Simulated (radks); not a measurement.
The numbers below are computed, except where a source is named.
Sb4+, configuration [Kr] 4d10 5s1.

Code: a radial shooting solver on a logarithmic mesh with Libxc functionals. Model: scalar-relativistic Kohn-Sham, PBEsol, spin-polarised, spherical densities, finite nucleus; open shells are filled with parallel spins first (spin-orbit coupling, left out, can overturn this in heavy ions); Fermi nuclear charge, rms radius 4.6802 fm.

Energy parts (hartree):
part                        energy
total                  -6475.03692
kinetic                 6771.45829
electron-nucleus      -15588.68598
Hartree                 2508.28180
exchange-correlation    -166.09102

Orbitals (lengths in bohr, moments of r in powers of bohr; r(max) is where P^2 peaks):
orbital,occ.,eigenvalue (hartree),r(max),<r^2>
1s up,1,-1114.677,0.01836,0.001095
1s down,1,-1114.674,0.01836,0.001095
2s up,1,-170.9809,0.1037,0.01774
2s down,1,-170.9799,0.1037,0.01774
2p up,3,-153.6952,0.08306,0.01401
2p down,3,-153.6941,0.08306,0.01401
3s up,1,-34.78808,0.3001,0.1250
3s down,1,-34.78623,0.3001,0.1250
3p up,3,-29.15269,0.2935,0.1255
3p down,3,-29.15081,0.2935,0.1255
3d up,5,-20.54429,0.2442,0.1107
3d down,5,-20.54263,0.2442,0.1107
4s up,1,-7.03803,0.7223,0.7063
4s down,1,-7.03395,0.7224,0.7053
4p up,3,-5.30992,0.7619,0.8263
4p down,3,-5.30446,0.7619,0.8235
4d up,5,-2.79343,0.8454,1.207
4d down,5,-2.78096,0.8444,1.190
5s up,1,-1.85349,1.770,4.214
5s down,0,-1.79982,1.763,4.207
5p up,0,-1.45052,2.009,5.514
5p down,0,-1.39626,2.011,5.530

The highest occupied level is 5s up at -50.436 eV. For comparison, the ionisation energy in NIST's Atomic Spectra Database is 55.0 eV (semi-empirical). In exact Kohn-Sham theory the highest level is minus the ionisation energy, but local and semilocal functionals leave it too shallow, through self-interaction and a potential that decays too fast; potentials with the right tail come closer. The spin density at the nucleus is 69.49 e/bohr^3 (1s 0.28, 2s 0.11, 3s -0.02, 4s -0.20, 5s 69.33). The electron density at the nucleus is 2.148e+05 e/bohr^3 (large components only). Summed over all electrons, <r^2> = 24.79 bohr^2, which gives a Langevin (diamagnetic) susceptibility term of -19.6 x 10^-6 cm^3/mol.
